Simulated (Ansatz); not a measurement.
Born–Oppenheimer molecular dynamics of FH7O2Si3 (13 atoms, charge 0, multiplicity 1). It starts from a relaxed structure.

All numbers below come from RKS PBE/6-31G (Ansatz 0.2.0).

```yaml
ensemble: NVE (velocity Verlet)
time_step: 0.25 fs
steps_asked: 300
starting_velocities_drawn_for: 300 K
seed: 630192
```

First frame:

```xyz
13
Properties=species:S:1:pos:R:3
Si 0.062 0.097 0.233
H 0.186 1.138 1.296
O 1.596 -0.399 -0.240
Si 2.703 -1.423 -1.075
H 1.992 -2.235 -2.140
H 3.758 -0.553 -1.718
H 3.345 -2.361 -0.077
F -0.726 0.772 -1.120
O -0.879 -1.182 0.785
Si -1.945 -2.527 0.640
H -2.204 -3.056 2.030
H -3.247 -2.092 -0.001
H -1.307 -3.610 -0.206
```

(1) How far do the bonds stretch over the last three quarters of this one trajectory? (Pairs bonded in most of those frames.)

Answers

(1) 
| bond | mean (Å) | spread (Å) | shortest | longest |
| --- | --- | --- | --- | --- |
| Si1–H2 | 1.497 | 0.008 | 1.48 | 1.51 |
| Si1–O3 | 1.694 | 0.036 | 1.63 | 1.75 |
| Si1–F8 | 1.704 | 0.016 | 1.68 | 1.73 |
| Si1–O9 | 1.691 | 0.027 | 1.65 | 1.74 |
| O3–Si4 | 1.736 | 0.032 | 1.68 | 1.79 |
| Si4–H5 | 1.521 | 0.037 | 1.46 | 1.57 |
| Si4–H6 | 1.510 | 0.006 | 1.50 | 1.52 |
| Si4–H7 | 1.518 | 0.023 | 1.48 | 1.55 |
| O9–Si10 | 1.736 | 0.024 | 1.68 | 1.76 |
| Si10–H11 | 1.515 | 0.023 | 1.48 | 1.55 |
| Si10–H12 | 1.518 | 0.019 | 1.49 | 1.55 |
| Si10–H13 | 1.520 | 0.018 | 1.49 | 1.55 |

Mean temperature of the second half: 177 K. The conserved energy stayed within 0.014 meV per atom of its start (net change 0.0097 meV per atom), so the integration is sound. A run of 0.075 ps of so small a system gives no equilibrium averages. Limits of this set-up: no polarisation functions.

The run took 24 min on 1 thread of AMD EPYC 7R43 64-Core Processor (Zen 3) (shared host), peak memory 0.15 GiB.
